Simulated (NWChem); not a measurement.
Species: Si₂H₅O₂F; SMILES O[Si](F)([SiH3])O

```xyz
10

O     -1.5599    -0.8484    -0.4264
Si    -0.0320    -0.4099    -0.0130
O      0.3329    -1.1499     1.4205
F      1.0441    -0.9571    -1.1063
Si     0.0864     1.9164     0.0088
H     -1.8184    -1.7589    -0.2467
H      1.2620    -1.2640     1.6412
H      1.4753     2.3353     0.3727
H     -0.2477     2.4725    -1.3361
H     -0.8611     2.4651     1.0245
```
Atoms are numbered in this order, from 1.

All runs: NWChem. Geometry: optimised at PBE0/def2-SVP. Level: PBE0/def2-SVP with SMD (1 M gas to 1 M solution), gas-phase geometry. Reactions with the solvent are ignored.

For solvent toluene:

- solvation free energy (kcal/mol) = -3.9
- cavity-dispersion-structure term (kcal/mol) = -1.1
- dipole in solution (D) = 1.69

Estimate the same quantities for solvent water.


| Property | Result |
|---|---|
| solvation free energy (kcal/mol) | -6.5 |
| cavity-dispersion-structure term (kcal/mol) | 3.7 |
| dipole in solution (D) | 1.94 |
